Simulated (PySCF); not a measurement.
1-chloro-4-ethynylbenzene, C8H5Cl.
Atom-mapped SMILES: `[CH:1]#[C:2][c:3]1[cH:4][cH:5][c:6]([Cl:7])[cH:8][cH:9]1` (hydrogens: H10 on C1; H11 on C4; H12 on C5; H13 on C8; H14 on C9)

Computed by this run: PBE0-D3(BJ)/def2-SVP geometry optimisation, gas phase (PySCF 2.14.0); density fitting, grid level 2; the optimiser is geomeTRIC in internal coordinates, started from a GFN2-xTB structure.

Step 0: E = -20874.4100 eV
```
atom  x, y, z in Å  |  force x, y, z in eV/Å
C1      3.2992    0.6062    0.4261    0.329   0.060   0.041
C2      2.1284    0.3909    0.2713   -0.771  -0.136  -0.101
C3      0.7475    0.1375    0.0923    0.149   0.024   0.023
C4     -0.0667    1.0832   -0.5315   -0.115  -0.068   0.007
C5     -1.4141    0.8363   -0.7051   -0.012   0.017  -0.011
C6     -1.9526   -0.3594   -0.2534   -0.394  -0.071  -0.053
Cl7    -3.6403   -0.6714   -0.4737   -0.036  -0.006   0.000
C8     -1.1574   -1.3089    0.3709   -0.002  -0.022   0.008
C9      0.1899   -1.0598    0.5418   -0.127   0.026  -0.040
H10     4.3224    0.7944    0.5616    1.056   0.194   0.138
H11     0.3631    2.0110   -0.8786    0.177   0.361  -0.134
H12    -2.0473    1.5646   -1.1874   -0.293   0.286  -0.201
H13    -1.5921   -2.2329    0.7189   -0.216  -0.381   0.129
H14     0.8193   -1.7921    1.0248    0.254  -0.285   0.194
```

Task: Estimate the geometry and energy of step 1. (The exact step hangs on the optimiser's Hessian estimate; all steps are aligned on step 0, rigid shifts and turns removed.)

Result: E = -20874.4603 eV, largest force 0.182 eV/Å
```
atom  x, y, z in Å  |  force x, y, z in eV/Å
C1      3.3311    0.6129    0.4299    0.177   0.034   0.024
C2      2.1483    0.3957    0.2755   -0.057  -0.012  -0.007
C3      0.7560    0.1391    0.0949   -0.042  -0.006  -0.006
C4     -0.0720    1.0839   -0.5334    0.063   0.081  -0.024
C5     -1.4268    0.8381   -0.7093   -0.077   0.027  -0.030
C6     -1.9721   -0.3630   -0.2562    0.006   0.001   0.002
Cl7    -3.6604   -0.6734   -0.4728    0.023   0.004   0.002
C8     -1.1692   -1.3161    0.3702   -0.069  -0.055   0.011
C9      0.1846   -1.0633    0.5428    0.080  -0.056   0.044
H10     4.3813    0.8061    0.5679   -0.094  -0.017  -0.014
H11     0.3615    2.0229   -0.8859   -0.019  -0.032   0.011
H12    -2.0697    1.5733   -1.1976    0.019  -0.018   0.012
H13    -1.6124   -2.2510    0.7189    0.014   0.024  -0.008
H14     0.8192   -1.8056    1.0329   -0.026   0.024  -0.017
```

The energy changes by -0.0503 eV. The first-order estimate −F·Δx gives -0.1045 eV and the mean of the old and new forces, exact on a quadratic surface, -0.0510 eV. The step makes an angle of 48° with the force vector and moves no atom by more than 0.060 Å.

What follows is the cost of the whole optimisation. Hardware: one thread of an Arm Neoverse V2, no GPU, on a shared host. Cost: 34 s of wall time, 0.74 GiB resident at most.
